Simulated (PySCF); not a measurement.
One of the candidates below gave these computed data.

All candidates are C3H11ClSi3.

* UV, first state: lowest singlet excitation: 5.52 eV (225 nm, f = 0.003) [TDDFT B3LYP/def2-SVPD]
* 1H NMR: chemical shifts (computed TMS as zero) by class: 5.95 (1 H), 5.89 (1 H), 5.02 (1 H), 4.48 (1 H), 4.38 (1 H), 3.71 (3 H), 2.09 (3 H) ppm [GIAO PBE0/pcSseg-1]
* UV, strongest line: among the 8 lowest singlet transitions: S8 at 6.70 eV (185 nm, f = 0.087) [TDDFT B3LYP/def2-SVPD]
* Rotational structure: rotational constants A, B, C: 1.669, 0.651, 0.504 GHz [GFN2-xTB]
* Polarisability: 137.7 au [B3LYP/def2-SVPD]
* 13C NMR: chemical shifts (computed TMS as zero) by class: 151.6 (1 C), 137.0 (1 C), 29.6 (1 C) ppm [GIAO PBE0/pcSseg-1]

The electronic properties come from PySCF, for the isolated species, density fitting. Levels stand in brackets. Geometry: GFN2-xTB, one conformer, isolated molecule. GFN2-xTB frequencies show an imaginary mode (23i cm⁻¹), so this geometry is no minimum at that level. NMR classes are plain means over equivalent atoms (diastereotopic ones count apart unless rotation or inversion swaps them), as if these changed places fast.

Question: Which candidate is it?
A. `C=CC[SiH2][SiH2][SiH2]Cl`
B. `[SiH3]/C=C(/Cl)[SiH2]C[SiH3]`
C. `C=C(C)[SiH2][Si@H]([SiH3])Cl`

Answer: C. It is `C=C(C)[SiH2][Si@H]([SiH3])Cl`. Numbering: `[CH2:1]=[C:2]([CH3:3])[SiH2:4][Si@H:5]([SiH3:6])[Cl:7]`. Its formula, C3H11ClSi3, gives 1 degree of unsaturation: 0 rings and 1 π bond in the structure found. 3 carbons fall into 3 classes; from least to most shielded: fully substituted alkene carbon [C2] (151.6 ppm), terminal =CH2 carbon [C1] (137.0 ppm), allylic carbon [C3] (29.6 ppm). Hydrogen classes from least to most shielded: 1 H on a terminal =CH2 carbon, C1 (5.95 ppm), 1 H on a chlorine-bound silicon, Si5 (5.89 ppm), 1 H on a terminal =CH2 carbon, C1 (5.02 ppm), 1 H on an SiH2 silicon, Si4 (4.48 ppm), 1 H on an SiH2 silicon, Si4 (4.38 ppm), 3 H on an SiH3 silicon, Si6 (3.71 ppm), 3 H on an allylic carbon, C3 (2.09 ppm). The optimised geometry has point group C1 and is an asymmetric top.

The others, at the same levels:
- `[SiH3]/C=C(/Cl)[SiH2]C[SiH3]` fails: its computed 13C shifts are 162.6 (1 C), 140.5 (1 C), -13.3 (1 C) ppm, 1H shifts are 6.98 (1 H), 4.66 (2 H), 4.24 (3 H), 4.02 (3 H), 0.03 (2 H) ppm and strongest line among the 8 lowest singlet transitions is S1 at 5.58 eV (222 nm, f = 0.200) (against S8 at 6.70 eV).
- `C=CC[SiH2][SiH2][SiH2]Cl` fails: its computed 13C shifts are 144.9 (1 C), 120.5 (1 C), 22.7 (1 C) ppm, 1H shifts are 6.19 (1 H), 5.54 (2 H), 5.41 (1 H), 5.23 (1 H), 4.05 (2 H), 3.34 (2 H), 2.01 (2 H) ppm and rotational constant A is 1.495 GHz (against 1.669 GHz).

Each candidate is one conformer, not necessarily the lowest. The conformers computed, where there is a choice (atom-mapped SMILES and torsion angles):
- `[CH2:1]=[C:2]([CH3:3])[SiH2:4][Si@H:5]([SiH3:6])[Cl:7]`: C1–C2–Si4–Si5 -1°, C2–Si4–Si5–Si6 -64°
- `[SiH3:1]/[CH:2]=[C:3](/[Cl:4])[SiH2:5][CH2:6][SiH3:7]`: C2–C3–Si5–C6 105°, C3–Si5–C6–Si7 -62°
- `[CH2:1]=[CH:2][CH2:3][SiH2:4][SiH2:5][SiH2:6][Cl:7]`: C1–C2–C3–Si4 103°, C2–C3–Si4–Si5 -174°, C3–Si4–Si5–Si6 62°, Si4–Si5–Si6–Cl7 -48°
